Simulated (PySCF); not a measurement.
## A series of derivatives of 4-methyl-1,3-pentadiene

Parent skeleton `[CH2:1]=[CH:2][CH:3]=[C:4]([CH3:5])[CH3:6]`; one hydrogen on atom 2 is replaced by X. Hydrogens on one atom are averaged.

All values are calculated (PySCF 2.14.0 with density-fitted response routines): GFN2-xTB structure, shielding tensors at PBE0/pcSseg-1 (GIAO). Averaged over atoms made equivalent by symmetry, fast rotation or ring inversion, one computed conformer, no relativistic terms, no solvent model.

δ = σ(ref) − σ, references computed at the same level: 13C (σ = 186.93 ppm), 1H (σ = 31.72 ppm) against TMS.

Parent (X = H): C1 121.6, C2 140.6, C3 134.3, C4 143.8, C5 29.6, C6 20.3, H(C1) 5.34, H(C3) 6.14, H(C5) 1.87 ppm. Effects are Δδ = δ(X) − δ(H), positive for deshielding.

Question: Give Δδ (ppm) for X = OSiH3, C(S)CH3, CH2SiH3.

Answer: 
```
      X               SMILES     C1     C2    C3    C4    C5    C6  H(C1)  H(C3)  H(C5)
  OSiH3  C=C(C=C(C)C)O[SiH3]  -27.4  +25.6  -6.5  +2.6  +2.0  +1.9  -1.12  -0.26  +0.05
C(S)CH3   C=C(C=C(C)C)C(C)=S   +4.5  +13.1  +0.3  -1.3  -0.6  +1.6  +0.74  +0.36  +0.06
CH2SiH3  C=C(C=C(C)C)C[SiH3]   -3.3  +12.6  -1.5  -0.4  -7.0  +8.9  -0.26  -0.02  +0.10
```

Question: Which position responds most, and to which substituents?

Answer: C1: from -27.4 ppm with OSiH3 to +4.5 ppm with C(S)CH3.
